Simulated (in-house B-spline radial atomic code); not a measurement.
Hg. Computed with a B-spline radial atomic code. Model: non-relativistic spherical atom: semilocal Troullier-Martins pseudo-atom, one channel per l, against all electrons, high spin, G0W0 and RPA with empty states to l = 8, local potential for every l without a channel, a model core (radius 0 = none) keeps its share of the functional.

The core holds an angular momentum without a channel of its own, so the local potential lets valence electrons into it.

Without relativity these are model numbers for so heavy an element.

What the tables leave out is listed at the end.

The pseudopotential gives back the lowest level of each angular momentum of its own functional in the configuration it was made in; a second state of the same l is only approximately right. Exact exchange, RPA and GW see the smooth pseudo-orbitals and miss the exchange with the core, for which the functional's share stands in. The column with an uncorrelated core keeps all orbitals and exact exchange, and so separates missing core correlation from pseudisation. Only the three outermost levels and the lowest empty one were computed. RPA here is direct RPA, with no exchange kernel, and its energies carry an (l + 1/2)⁻⁴ tail. A hybrid on a potential with a model core restores only its own semilocal share of the core's exchange.

Command:
```bash
python run_psgw.py task.json out
```
Settings (lengths in bohr, energies in hartree):
```
Z                      80
electrons              80
configuration          [Xe] 4f14 5d10 6s2
generated_in           [Xe] 4f14 5d10 6s2
functional             pbe,pbe
core_shells            10
radius_factor          1
core_correction        False
ion_configuration      [Xe] 4f14 5d10 6s1
```

Cost of the run: 2.1 min on 1 thread of Intel(R) Xeon(R) Platinum 8259CL CPU @ 2.50GHz (Skylake/Cascade Lake), on a shared host.

Given: made with PBE; model core radius 0 bohr; local radius 0.944 bohr; mean-field start PBE.

Valence shells of the generating configuration: 5s, 5p, 5d, 6s.

Channel: s 0.907, p 0.97, d 1.151 (radii in bohr).

Computed: largest level miss in the spin-unpolarised generating configuration 0.139 eV; valence RPA correlation energy all-electron orbitals -1.1853 hartree; all-electron RPA polarisability, core included 46.723 bohr³; ionisation by mean-field all-electron 8.4685 eV; ionisation by mean-field pseudo minus all 0.183 eV; ionisation by RPA all-electron 8.7977 eV; ionisation by RPA pseudo minus all 0.183 eV.

```
level  occupied  mean-field all-electron (eV)  mean-field pseudo minus all (eV)  G0W0 all-electron (eV)  G0W0 uncorrelated core minus all (eV)  G0W0 pseudo minus all (eV)  exchange self-energy all-electron (eV)  exchange self-energy pseudo (eV)
   6s         1                       -5.2934                            -0.139                 -8.4968                                  0.049                      -0.205                                  -11.23                           -10.508
```

Q: What is the valence RPA correlation energy pseudo?

A: -1.3955 hartree.

Q: What is the pseudo-atom RPA polarisability?

A: 44.778 bohr³.

Given: mean-field start PBE0.

Computed: all-electron RPA polarisability, core included 41.943 bohr³; pseudo-atom RPA polarisability 40.115 bohr³; ionisation by mean-field all-electron 8.2005 eV; ionisation by mean-field pseudo minus all 0.187 eV; ionisation by RPA all-electron 8.6266 eV; ionisation by RPA pseudo minus all 0.186 eV.

| level | occupied | mean-field all-electron (eV) | mean-field pseudo minus all (eV) | G0W0 all-electron (eV) | G0W0 uncorrelated core minus all (eV) | G0W0 pseudo minus all (eV) | exchange self-energy all-electron (eV) | exchange self-energy pseudo (eV) |
| --- | --- | --- | --- | --- | --- | --- | --- | --- |
| 6s | 1 | -5.9374 | -0.154 | -8.5293 | 0.052 | -0.21 | -11.02 | -10.355 |

Q: What is the valence RPA correlation energy pseudo?

A: -1.3186 hartree.

Q: What is the valence RPA correlation energy all-electron orbitals?

A: -1.1238 hartree.

Given: mean-field start Hartree-Fock.

Computed: valence RPA correlation energy all-electron orbitals -0.97643 hartree; all-electron RPA polarisability, core included 37.402 bohr³; pseudo-atom RPA polarisability 35.676 bohr³; ionisation by mean-field all-electron 6.8138 eV; ionisation by mean-field pseudo minus all 0.169 eV; ionisation by RPA pseudo minus all 0.19 eV.

```json
{"level": "6s", "occupied": "1", "mean-field all-electron (eV)": "-7.1034", "mean-field pseudo minus all (eV)": "-0.178", "G0W0 all-electron (eV)": "-8.4113", "G0W0 uncorrelated core minus all (eV)": "0.047", "G0W0 pseudo minus all (eV)": "-0.199", "exchange self-energy all-electron (eV)": "-10.063", "exchange self-energy pseudo (eV)": "-9.5645"}
{"level": "5d", "occupied": "1", "mean-field all-electron (eV)": "-19.434", "mean-field pseudo minus all (eV)": "0.111", "G0W0 all-electron (eV)": "-18.936", "G0W0 uncorrelated core minus all (eV)": "0.143", "G0W0 pseudo minus all (eV)": "0.028", "exchange self-energy all-electron (eV)": "-36.234", "exchange self-energy pseudo (eV)": "-30.855"}
```

Q: What is the ionisation by RPA all-electron?

A: 8.2052 eV.

Q: What is the valence RPA correlation energy pseudo?

A: -1.1352 hartree.

Among the listed levels the largest G0W0 shift of the pseudo-atom is -0.21 eV, for 6s on the PBE0 start, while leaving the core uncorrelated moves that level by +0.05 eV. So pseudisation and the lost core exchange, not the missing core correlation, make the error. Not in the tables (levels of low weight, unsolved or above zero; the highest and the empty levels are kept at any weight): on PBE the G0W0 levels 5d (pseudo minus all -0.09 eV, weights 0.46 and 0.45), 5p (pseudo minus all -229.90 eV, weights 0.21 and 0.03), 6p (pseudo minus all -0.01 eV, weights 0.91 and 0.90); on PBE0 the G0W0 levels 5d (pseudo minus all -0.07 eV, weights 0.73 and 0.74), 5p (pseudo minus all +730.91 eV, weights 0.01 and 0.06), 6p (pseudo minus all -0.01 eV, weights 0.94 and 0.93); on Hartree-Fock the G0W0 levels 5p (pseudo minus all +3.16 eV, weights 0.10 and 0.09).
